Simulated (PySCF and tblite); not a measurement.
The numbers below are computed, except where a source is named.
C8H13ClO, numbered as in [CH3:1][O:2][C@@H:3]1[CH:4]=[CH:5][C@@H:6]([CH3:7])[C@H:8]([Cl:9])[CH2:10]1.

Free energies: PBE0-D3(BJ)/pcSseg-1 on GFN2-xTB structures plus GFN2-xTB thermal terms, symmetry and mirror images included. Conformers within 2.5 kcal/mol (GFN2-xTB free energy) were kept, 3 at most. Programs: PySCF with density fitting and tblite.

Torsions listed: C1–O2–C3–C10. The 6-ring runs over atoms 3–4–5–6–8–10.

| conformer | shape | symmetry |
| --- | --- | --- |
| 1 | 6-ring half-chair (ring torsions -1, -13, 45, -65, 48, -17°); 72° | C1 |
| 2 | 6-ring half-chair (ring torsions -1, -13, 45, -65, 48, -17°); 158° | C1 |

Which of these conformers is the most populated at 298.15 K, and with what share?

Conformer 1, about 61 %. The lead over the next is within the error of the method.

Give the DFT energies and free energies relative to the lowest, and all weights.


```csv
conformer,shape,E(DFT) kcal/mol,G(298.15 K) kcal/mol,weight %
1,"6-ring half-chair (ring torsions -1, -13, 45, -65, 48, -17°); 72°",0.00,0.00,60.6
2,"6-ring half-chair (ring torsions -1, -13, 45, -65, 48, -17°); 158°",0.33,0.25,39.4
```

How does its share change from 250 K to 350 K?

From 63 % to 59 %; the mixing entropy goes from 1.31 to 1.35 cal/(mol K).
